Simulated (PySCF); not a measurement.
A side-by-side comparison of computed properties.

First species: C7H6F3OP.
SMILES: `C=CP(C(F)(F)F)c1ccco1`

Second species: C5H8O.
Atom-mapped SMILES: `[CH3:1][C:2](=[O:3])[CH:4]1[CH2:5][CH2:6]1` (hydrogens: H7, H8, H9 on C1; H10 on C4; H11, H12 on C5; H13, H14 on C6)

Levels: PBE0/pcSseg-1 for dipole moment, HOMO energy, LUMO energy and HOMO–LUMO gap; GFN2-xTB for rotational constant A and rotational constant C. Geometries: GFN2-xTB. Each species is one conformer at its optimised geometry, gas phase, non-relativistic unless stated; the electronic structure was computed with PySCF and density fitting.

The conformers computed, where there is a choice (atom-mapped SMILES and torsion angles):
- `[CH2:1]=[CH:2][P:3]([c:4]1[cH:5][cH:6][cH:7][o:8]1)[C:9]([F:10])([F:11])[F:12]`: C1–C2–P3–C4 -29°, C2–P3–C4–C5 -100°, C2–P3–C9–F10 48°
- `[CH3:1][C:2](=[O:3])[CH:4]1[CH2:5][CH2:6]1`: C1–C2–C4–C5 -146°

Values for the first species:

| Item | Value |
| --- | --- |
| Dipole moment | 2.50 D |
| HOMO energy | -6.81 eV |
| LUMO energy | -0.71 eV |
| HOMO–LUMO gap | 6.10 eV |
| Rotational constant A | 1.317 GHz |
| Rotational constant C | 0.533 GHz |

(1) Estimate the same properties for the second species, and the change in each.

Answers

(1) 
```tsv
property	first	second	second less first
dipole moment	2.50 D	2.93 D	+0.43 D
HOMO energy	-6.81 eV	-7.21 eV	-0.40 eV
LUMO energy	-0.71 eV	-0.30 eV	+0.41 eV
HOMO–LUMO gap	6.10 eV	6.91 eV	+0.81 eV
rotational constant A	1.317 GHz	7.168 GHz	+5.851 GHz
rotational constant C	0.533 GHz	2.313 GHz	+1.780 GHz
```

On the first: The dipole matches unit charges of opposite sign 0.52 Å apart (1 e·Å = 4.8032 D). A dipole of 2.50 D is allowed in C1, and pure rotational transitions are dipole-allowed.

On the second: In atomic units the dipole is 1.15 e·bohr (1 au = 2.5417 D). A dipole of 2.93 D is allowed in Cs, and pure rotational transitions are dipole-allowed.
